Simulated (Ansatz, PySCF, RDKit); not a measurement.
Dimer: H4SeSi (SMILES [SiH3][SeH]) (first 6 atoms) with HF (SMILES F); geometry from B3LYP-D3(BJ)/def2-TZVP.
(charge 0, multiplicity 1):
```csv
atom,x (Å),y (Å),z (Å)
Si,0.6140,-1.3546,0.8601
Se,-0.4734,0.6838,0.9874
H,0.0502,-2.1599,-0.2427
H,2.0175,-0.9959,0.5795
H,0.4886,-2.0777,2.1396
H,-1.7522,0.0804,1.3975
F,0.8532,0.7205,3.9884
H,0.4022,0.8300,3.1711
```

Counterpoise-corrected where a basis set is named; no monomer relaxation. Rows marked so take none. RDKit's UFF carries no charges.

Rows in 3-21G carry no dispersion term and start afresh at each structure; the Pople sets are all-electron and without relativity.

Programs: Ansatz (Gaussian orbitals); PySCF for 3-21G rows, the dispersion terms; RDKit for the force fields. Each number belongs to the level named beside it.

Q: One of these levels gives -320.1 meV for the interaction energy. Which?
A) BLYP-D3(BJ)/def2-TZVPPD
B) UFF
C) B3LYP/3-21G (no counterpoise)
D) B3LYP/def2-TZVPPD

A: C, B3LYP/3-21G (no counterpoise). The others give 416.6 (UFF), -267.7 (BLYP-D3(BJ)/def2-TZVPPD), -205.4 (B3LYP/def2-TZVPPD)

Ansatz is a quantum-chemistry and plane-wave program.
